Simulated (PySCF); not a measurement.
# Sulfur: a sound run and one with changed settings

Sound run: S²⁺ [Ne] 3s2 3p2, S³⁺ [Ne] 3s2 3p1. Calculation: PySCF 2.14, in cc-pV(D+d)Z; no relativity, point nucleus. In the sound run the correlated levels freeze [Ne]. The sound run starts from symmetry-adapted Hartree-Fock orbitals and uses a fine grid where one is needed.

Changed run: a valence shell is frozen. This setting is unsound on purpose.

| species | method | sound run (hartree) | changed run (hartree) | converged |
| --- | --- | --- | --- | --- |
| S²⁺ | MP2 | -396.37712 | -396.32879 | yes |
| S²⁺ | CCSD(T) | -396.40124 | -396.33151 | yes |

Ionisation energy of S²⁺:

```tsv
method	sound run (eV)	changed run (eV)
UHF	34.129	34.129
MP2	34.454	34.286
SCS-MP2	34.373	34.181
CCSD	34.489	34.360
CCSD(T)	34.498	34.360
CCSDT	n/a	34.360
FCI	n/a	34.360
```

Freezing a valence shell removes pair correlation that changes on ionisation.

For comparison, NIST gives 34.86 ± 0.04 eV between the lowest levels.
